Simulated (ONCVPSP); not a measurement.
## Cutoff test, Rb (Z = 37), ONCV

| Item | Value |
| --- | --- |
| Element | Rb (Z = 37) |
| Generator | ONCVPSP 4.0.1 |
| Type | optimised norm-conserving Vanderbilt (ONCV) |
| Functional | PBE |
| Relativity | scalar-relativistic |
| Frozen core | [Ar] 3d10 |
| Valence charge | 9 |
| Reference configuration | 4s2 4p6 5s1 |
| Partial waves | 4s+5s: rc 2.25 bohr, ncon 4, nbas 7, qcut 4.1 1/bohr, 2 projectors; 4p: rc 2.10 bohr, ncon 4, nbas 9, qcut 7.6 1/bohr, 2 projectors, debl 1.3 Ha; d scattering state at 0.37 Ha: rc 1.90 bohr, ncon 4, nbas 8, qcut 4.4 1/bohr, 2 projectors, debl 2.4 Ha |
| Local potential | polynomial inside 1.60 bohr (lpopt 4, dvloc0 0 Ha) |
| Core correction | none |

For each optimised wave give the share of its norm inside rc, the residual kinetic energy above qcut (Ha) and the cutoffs (Ha) for errors of 10, 1, 0.1 and 0.01 mHa per electron.

```csv
wave,norm inside rc,residual KE,10 mHa,1 mHa,0.1 mHa,0.01 mHa
4s,0.923,2.5e-04,2.6,6.8,14.4,25.3
5s,0.032,9.6e-05,1.6,4.8,8.4,21.3
4p,0.756,4.4e-09,5.0,13.3,18.0,21.3
p projector 2,0.189,6.6e-09,5.3,14.7,19.0,22.0
d projector 1,0.146,5.2e-04,5.8,8.8,19.4,59.5
d projector 2,0.134,1.0e-02,9.7,13.8,36.2,76.0
```

The occupied waves need 13 Ha and 18 Ha for 1 and 0.1 mHa.
